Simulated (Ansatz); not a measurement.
Species: H4Ge, SMILES `[GeH4]` (charge 0, multiplicity 1), formula H4Ge.

Q: How many basis functions does frozen-core CCSD(T)/cc-pVTZ // r2SCAN-D4/def2-TZVP in Ansatz (a quantum-chemistry and plane-wave program) use, how many core orbitals are frozen, and how many electrons are correlated?

A: 99 basis functions and 9 frozen orbitals, which leaves 18 correlated electrons (filled d shells below the valence shell are correlated). Core time is of the order of seconds.
